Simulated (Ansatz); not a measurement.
MoBr4, relaxed as a triplet with UKS PBE-D4/def2-SVP in Ansatz, starting from the GFN2-xTB geometry. Force threshold 0.02 eV/Å.

In the def2 sets Mo takes a core potential; there is no spin–orbit coupling.

Start:

```
atom   x (Å)   y (Å)   z (Å)
 Mo1   0.000   0.000   0.000
 Br2  -2.015  -0.221  -1.305
 Br3   1.430  -1.897  -0.404
 Br4  -0.565   0.096   2.341
 Br5   1.149   2.023  -0.632
```

| step | energy (eV) | largest force component (eV/Å) | SCF passes |
| --- | --- | --- | --- |
| 1 | -281971.6161 | 0.252 | 17 |
| 2 | -281971.6197 | 0.189 | 22 |
| 3 | -281971.6239 | 0.003 | 22 |

Force components are those of the run's own axes.

End:

```xyz
5

Mo    0.0000    0.0000    0.0000
Br   -2.0012   -0.2189   -1.2961
Br    1.4212   -1.8847   -0.4016
Br   -0.5617    0.0948    2.3256
Br    1.1417    2.0088   -0.6278
```

By distances, no bond broke or formed. The bond that changes most is Mo1–Br2, from 2.41 to 2.39 Å (atoms count from 1).

No frequencies were taken in this run, so the end may be a saddle point.

Run time 9.5 s (4 threads of Arm Neoverse V1 on a shared host).
